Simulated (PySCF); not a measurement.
Selenium: a sound run and one with changed settings

Sound run: Se [Ar] 3d10 4s2 4p4, Se⁺ [Ar] 3d10 4s2 4p3. Calculation: PySCF 2.14, in aug-cc-pVDZ-PP with ECP10MDF (5s4p3d, 32 functions); a scalar-relativistic core potential. In the sound run the correlated levels freeze 3s2 3p6 3d10 outside the core potential. The sound run starts from symmetry-adapted Hartree-Fock orbitals and uses a fine grid where one is needed.

Changed run: all electrons correlated in a basis built for the valence shell.

| species | method | sound run (hartree) | changed run (hartree) | converged |
| --- | --- | --- | --- | --- |
| Se | MP2 | -371.92173 | -371.94928 | yes |
| Se⁺ | MP2 | -371.59085 | -371.61706 | yes |

Ionisation energy of Se:

```tsv
method	sound run (eV)	changed run (eV)
UHF	8.511	8.511
MP2	9.004	9.040
SCS-MP2	9.021	9.043
```

A valence basis has no tight correlating functions, so it recovers only part of the core correlation, and not evenly between atom and ion.

For comparison, NIST gives 9.752 eV between the lowest levels.
